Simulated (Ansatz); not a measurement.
Several settings on one geometry of ZrBrCl3 (that of the charge 0 singlet, PBE0-D4/def2-SVP). Ansatz on 4 threads of Arm Neoverse V1 on a shared host; times are rough.

```xyz
5

Zr    0.000    0.000   -0.033
Br    0.007   -0.015    2.438
Cl    2.187    0.011   -0.809
Cl   -1.102    1.898   -0.787
Cl   -1.092   -1.894   -0.810
```

Totals from different functionals, basis sets or treatments of relativity can't be compared as stabilities.

DK, ANO-RCC and x2c sets are all-electron and run with scalar relativity unless a key says otherwise. In the def2 sets Zr takes a core potential; there is no spin–orbit coupling. Correlated methods freeze 38 core orbitals; core or outer-core shells of Zr, Br are correlated, in sets that lack core-valence functions.

The spins typed aren't always the lowest for that charge.

Problem. Give the basis size and estimate the energy, ⟨S²⟩, dipole and time of these runs.

```tsv
run	method	charge	state	further keys
1	RKS r2SCAN/def2-mTZVP	0	singlet	scf: {omitted_lower_state_checks: [starts]}; forces asked
2	UKS PBE0, rpa/ANO-RCC-VTZP	0	singlet	–
3	UKS PBE0-D3(BJ)/def2-TZVP	0	triplet	scf: {omitted_lower_state_checks: [starts]}; forces asked
```

Solution. 
```tsv
run	functions	energy (Eh)	⟨S²⟩	dipole (D)	wall time
1	135	-4002.0785	–	0.25	4.5 s
2	213	-7585.4429	0.00	–	28 s
3	199	-4001.2424	2.01	2.68	45 s
```

At UKS PBE0-D3(BJ)/def2-TZVP the program marks the result for the charge 0 triplet as doubtful (asymmetric forces).
